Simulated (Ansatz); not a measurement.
A structure drawn as `CB1CN1[SiH3]`, with this starting geometry:

```xyz
13

C    -1.665   -0.774    0.896
B    -0.782   -0.103   -0.149
C    -0.308    1.095   -0.969
N     0.453   -0.069   -1.217
Si    1.933   -0.154   -0.148
H    -2.488   -0.076    1.271
H    -2.232   -1.647    0.413
H    -1.108   -1.155    1.719
H    -0.969    1.396   -1.848
H     0.185    1.952   -0.390
H     2.242   -1.520    0.200
H     1.746    0.640    1.099
H     2.995    0.416   -0.879
```

Charge 0, multiplicity 1.

**Question.** Does it keep its bonds when Ansatz relaxes it at PBE-D4/def2-SVP and then PBE0-D4/def2-TZVP?

**Answer.** Yes, every drawn bond is still there and no new one forms.

**Question.** Give the relaxed structure. (Estimate.)

**Answer.** The calculation gave: 
Z-matrix (Å, degrees):
```
C
B 1 1.546
H 1 1.091 2 113.3
H 1 1.094 2 110.1 3 121.8
H 1 1.094 2 110.1 3 -121.8
C 2 1.541 1 153.7 3 180.0
N 2 1.366 1 144.5 3 -0.0
H 6 1.089 2 122.1 1 80.5
H 6 1.089 2 122.1 1 -80.5
Si 7 1.714 2 160.8 1 0.2
H 10 1.487 7 110.2 2 120.1
H 10 1.485 7 108.8 2 -0.2
H 10 1.487 7 110.2 2 -120.6
```
No frequency check was run.

Atoms count as bonded under 1.1 times the sum of their covalent radii (H–H under 0.85 Å, pairs among N, O and F under 1.55 Å), and a drawn bond as lost past 1.3 times.
